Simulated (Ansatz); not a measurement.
Saddle point of CH6BBr, closed shell (BH₂Br ([BH2][Br]) + CH₄ → CH₅B ([BH2][CH3]) + HBr; bonds formed: B1–C6, Br2–H5; bonds broken: B1–Br2, H5–C6), PBE0-D4/def2-TZVP structure:

B1  (-0.286, -0.793, 0.055)
Br2  (0.607, -0.951, -2.082)
H3  (-1.440, -0.968, -0.170)
H4  (0.392, -1.574, 0.641)
H5  (0.412, 0.107, -0.852)
C6  (0.065, 0.798, 0.448)
H7  (-0.460, 1.591, -0.087)
H8  (-0.400, 0.719, 1.440)
H9  (1.109, 1.072, 0.608)
(Å)

Energies are electronic, without zero-point energy. Barriers and step energies count from the start structure reached by relaxing down the imaginary mode; all methods use the PBE0-D4 structures, on which another method's saddle can fall below an end. Computed with Ansatz 0.2.0 (basis: def2-TZVPP, with def2-QZVPP for the basis limit); correlated methods freeze the cores. Filled d shells of the heavier atoms are correlated. The def2 sets are not built for correlating such inner shells, so the correlated values are less sure here. B3LYP uses VWN-RPA correlation. Extrapolation: Hartree–Fock as exp(−7.88 √X), correlation as X^−2.97.

```json
{"method": "SPW92", "barrier (kJ/mol)": "67.8", "step energy (kJ/mol)": "62.4"}
{"method": "PBE-D4", "barrier (kJ/mol)": "?", "step energy (kJ/mol)": "79.1"}
{"method": "BLYP-D4", "barrier (kJ/mol)": "137.3", "step energy (kJ/mol)": "83.4"}
{"method": "r2SCAN-D4", "barrier (kJ/mol)": "?", "step energy (kJ/mol)": "82.6"}
{"method": "B97M-V", "barrier (kJ/mol)": "145.0", "step energy (kJ/mol)": "82.1"}
{"method": "PBE0-D4", "barrier (kJ/mol)": "123.1", "step energy (kJ/mol)": "80.3"}
{"method": "B3LYP-D4", "barrier (kJ/mol)": "146.5", "step energy (kJ/mol)": "84.0"}
{"method": "r2SCAN0-D4", "barrier (kJ/mol)": "132.5", "step energy (kJ/mol)": "83.1"}
{"method": "BHLYP-D4", "barrier (kJ/mol)": "166.4", "step energy (kJ/mol)": "85.9"}
{"method": "CAM-B3LYP-D4", "barrier (kJ/mol)": "150.1", "step energy (kJ/mol)": "81.6"}
{"method": "wB97X-V", "barrier (kJ/mol)": "148.7", "step energy (kJ/mol)": "82.0"}
{"method": "wB97M-V", "barrier (kJ/mol)": "144.6", "step energy (kJ/mol)": "79.9"}
{"method": "B2PLYP", "barrier (kJ/mol)": "152.7", "step energy (kJ/mol)": "88.5"}
{"method": "PBE-QIDH", "barrier (kJ/mol)": "137.1", "step energy (kJ/mol)": "84.1"}
{"method": "RPA on PBE", "barrier (kJ/mol)": "?", "step energy (kJ/mol)": "87.0"}
{"method": "HF", "barrier (kJ/mol)": "227.8", "step energy (kJ/mol)": "100.9"}
{"method": "MP2", "barrier (kJ/mol)": "142.5", "step energy (kJ/mol)": "87.0"}
{"method": "CCSD", "barrier (kJ/mol)": "164.1", "step energy (kJ/mol)": "85.4"}
{"method": "CCSD(T)", "barrier (kJ/mol)": "152.3", "step energy (kJ/mol)": "84.9"}
```

Task: Fill in the withheld barriers. (An estimate is asked for; the value comes from the calculation.)

Result: Computed: PBE-D4 108.6; RPA on PBE 156.4; r2SCAN-D4 123.0 kJ/mol. Each is the energy of the saddle less that of the start structure, by the same method.

For comparison, the barrier by CCSD(T) at an estimated basis limit (MP2 extrapolated from triple and quadruple zeta, plus CCSD(T) − MP2 in triple zeta) is 149.7 kJ/mol.

No T1 diagnostic of these runs exceeds 0.010. The start structure is not quite a true minimum (one mode of 43i cm⁻¹). The end structure is not quite a true minimum (one mode of 69i cm⁻¹).

Labels in which every atom is bracketed show which atoms are joined, not bond orders.

For scale, one of the runs: CCSD(T)/def2-TZVPP, 194 basis functions, launched by `ansatz run in.yaml --threads 4 --pin off --events-out ev --progress --plain --max-ram 9574MiB`. Time: 59 s of wall clock on 4 CPU threads of an Intel Xeon; the host was shared. Peak host memory: 2.3 GiB.
